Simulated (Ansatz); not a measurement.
The cluster Te4Pb2, relaxed as a singlet with RKS PBE-D4/def2-SVP in Ansatz, starting from the GFN1-xTB geometry. Force threshold 0.02 eV/Å.

In the def2 sets Pb, Te take a core potential; there is no spin–orbit coupling. Another isomer (singlet) lies 0.05 eV lower at PBE0-D4/def2-TZVP; other spin states weren't run for this one.

Start:

```
atom    x (Å)    y (Å)    z (Å)
 Pb1   1.7737   0.2013  -0.8401
 Pb2  -1.2040  -1.4367   0.6115
 Te3   0.4867   0.7335   1.8237
 Te4  -1.1113   0.6292  -1.5688
 Te5  -1.1360   2.4666   0.4611
 Te6   1.1908  -2.5938  -0.4874
```

Problem. Estimate the energy that the relaxation releases and the steps that it takes.

Solution. 5.2 kcal/mol, in 6 steps; 17 s on 4 threads of Arm Neoverse V1 on a shared host. No frequencies were taken in this run, so the end may be a saddle point.

Problem. Does the start keep its bonding and symmetry?

Solution. By distances, no bond broke or formed. The bond that changes most is Pb2–Te4, from 3.01 to 3.13 Å (atoms count from 1). Point group C2v at the start, C2v at the end, both within 0.05 Å.

Problem. Predict the relaxed structure.

Solution. 
```xyz
6

Pb    1.799    0.156   -0.852
Pb   -1.186   -1.488    0.604
Te    0.502    0.796    1.928
Te   -1.185    0.689   -1.651
Te   -1.169    2.543    0.475
Te    1.240   -2.697   -0.504
```
Bond lengths (bridged metal pairs left out): 6 × Pb–Te 2.93 to 3.13 Å; 2 × Te–Te 2.82 Å.
